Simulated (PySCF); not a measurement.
Gas-phase XPS of `CC(=O)OC1CCCC1`, computed

Compound: C7H12O2.
Bonds: C1–C2, C2–O3 (double), C2–O4, O4–C5, C5–C6, C6–C7, C7–C8, C8–C9, C5–C9. Hydrogens: H10, H11, H12 on C1; H13 on C5; H14, H15 on C6; H16, H17 on C7; H18, H19 on C8; H20, H21 on C9.

Method used: delta-SCF UKS SCAN, pcX-2 on the ionised atom, pcseg-1 elsewhere, spin-free X2C in PySCF 2.14.0. These are vertical core ionisation energies against the vacuum level, from separate self-consistent calculations with and without the core hole.

Task: List the computed XPS lines with their assignment.

Result: 
```tsv
atom(s)	bonded to	level	binding energy (eV)	above the level's lowest (eV)	count
C6/C9	2 C and 2 H	C 1s	290.43	0.00	2
C7/C8	2 C and 2 H	C 1s	290.55	+0.12	2
C1	C and 3 H	C 1s	291.18	+0.75	1
C5	O, 2 C and H	C 1s	291.94	+1.51	1
C2	O (double bond), O and C	C 1s	294.33	+3.90	1
O3	C (double bond)	O 1s	537.42	0.00	1
O4	2 C	O 1s	539.03	+1.61	1
```

Lowest listed C 1s: C6/C9, bonded to 2 C and 2 H. Highest, 3.90 eV above it: C2, bonded to O (double bond), O and C. Summing the Pauling electronegativity differences to the bonded atoms, each weighted by its formal bond order, gives -0.70 for the lowest site and +2.67 for the highest; no listed site has a larger sum than the highest. The smallest sum, -1.05, belongs to C1, 0.75 eV above the lowest.

Lowest listed O 1s: O3, bonded to C (double bond). Highest, 1.61 eV above it: O4, bonded to 2 C. Summing the Pauling electronegativity differences to the bonded atoms, each weighted by its formal bond order, gives -1.78 for the lowest site and -1.78 for the highest; the sum is the same at every site.

Task: Which effective nuclear charge Zeff reproduces each element's mean 1s value in the hydrogen-like formula E = 13.606 eV × Zeff²?

Result: C (Z = 6): mean 291.3 eV, Zeff = 4.63, Z − Zeff = 1.37; O (Z = 8): mean 538.2 eV, Zeff = 6.29, Z − Zeff = 1.71. Means run over the listed sites, weighted by atom count.

Task: What is the C 1s shift of C5 against C2?

Result: 291.94 − 294.33 = -2.39 eV, or -231 kJ/mol.

One atom of each set of topologically equivalent atoms was ionised and stands for the set; in this conformer not all members are related by symmetry, and their own values weren't computed. Isolated species at its PBE0-D3(BJ)/def2-SVP geometry (one conformer only).
